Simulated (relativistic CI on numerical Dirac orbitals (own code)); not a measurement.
# Re6+: O2,3 absorption edge

Computed with this model: Dirac-Coulomb-Breit CI, separate exchange-only KLI orbitals for each configuration, QED by a radiative potential, valence Slater integrals scaled by 0.8, multiplet model of core-to-valence dipole absorption; configurations [Xe] 4f14 5d → [Kr] 4d10 4f14 5s2 5p5 5d2; 300 K; Lorentzian 1.5 eV and Gaussian 0.3 eV FWHM. Energies are those of the free ion, without screening or charge transfer. The branching ratio is the share of the lower-energy edge in the whole absorption, uncertain by about 0.02 where the edges overlap. S is read from ⟨S²⟩ = S(S + 1).

Field parameters in Wybourne normalisation: D4h B²₀ = −7Ds, B⁴₀ = 21(Dq − Dt), B⁴₄ = 21√(5/14) Dq; Oh B⁴₀ = 21Dq, B⁴₄ = √(5/14) B⁴₀. The field is a parameter set, without covalency.

Computed curve for Oh, 10Dq = 41650 cm⁻¹, scaled to 100 at the maximum (points under 2 are left out and the grid is thinned):

```
Energy (eV)  Intensity
      40.00        2.1
      40.75        3.0
      41.75        4.8
      42.50        7.9
      43.25       11.3
      44.00       14.9
      45.00       18.8
      45.75       15.5
      46.50       13.3
      47.25       13.4
      48.25       15.3
      49.00       21.1
      49.75       33.0
      50.50       43.7
      51.50       39.2
      52.25       27.9
      53.00       23.8
      53.75       33.8
      54.75       55.2
      55.50       40.5
      56.25       29.2
      57.00       34.4
      58.00       35.9
      58.75       35.1
      59.50       45.0
      60.25       41.9
      61.25       48.4
      62.00       63.7
      62.75       86.6
      63.50       95.0
      64.50       42.3
      65.25       24.4
      66.00       24.4
      66.75       18.4
      67.75        9.2
      68.50        8.6
      69.25        6.3
      70.00        3.9
      71.00        2.5
      71.75        2.0
```

The ground state has S = 0.50, and the centroid lies at 57.38 eV.
